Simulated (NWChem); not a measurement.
# Si₃H₇F; SMILES F[SiH2][SiH2][SiH3]

```xyz
11

Si    -0.5999     2.0430     0.0865
Si     1.1197     0.4659    -0.1751
Si     0.1698    -1.6500     0.1916
F     -1.4046    -1.5398    -0.2363
H     -1.2487     1.8527     1.4196
H     -0.0616     3.4356     0.0035
H     -1.6193     1.8469    -0.9873
H      1.7011     0.5556    -1.5519
H      2.2131     0.6987     0.8218
H      0.2243    -2.0194     1.6373
H      0.7894    -2.7374    -0.6211
```
Atoms are numbered in this order, from 1.

Level: PBE0/def2-SVP (NWChem), optimised geometry, unscaled harmonic frequencies. 

Q: List the harmonic frequencies with IR intensities, and the thermochemistry.

A: 
```
frequency (cm⁻¹)  IR intensity (km/mol)
----------------  ---------------------
16                                  1.1
76                                  0.8
113                                 0.1
202                                10.7
326                                17.7
397                                 0.3
415                                 4.0
463                                14.6
502                                 4.4
577                                13.9
683                                36.0
694                               110.1
739                                53.5
847                               103.4
859                               159.7
894                               260.7
913                                55.8
934                                54.6
935                                29.3
949                                89.0
2210                               54.2
2220                               22.2
2225                               82.1
2236                               53.5
2237                              111.4
2244                               45.4
2247                              187.3
```

```yaml
zero_point_energy: 38.8 kcal/mol
thermal correction to the enthalpy at 298.15 K (with zero-point energy): 44.5 kcal/mol
heat capacity Cv: 27.8 cal/(mol K)
entropy at 298.15 K and 1 atm (symmetry number 1): 91.0 cal/(mol K)
dipole_moment: 1.35 D
```

Rigid rotor and harmonic oscillator; modes under 100 cm⁻¹ make the entropy uncertain.
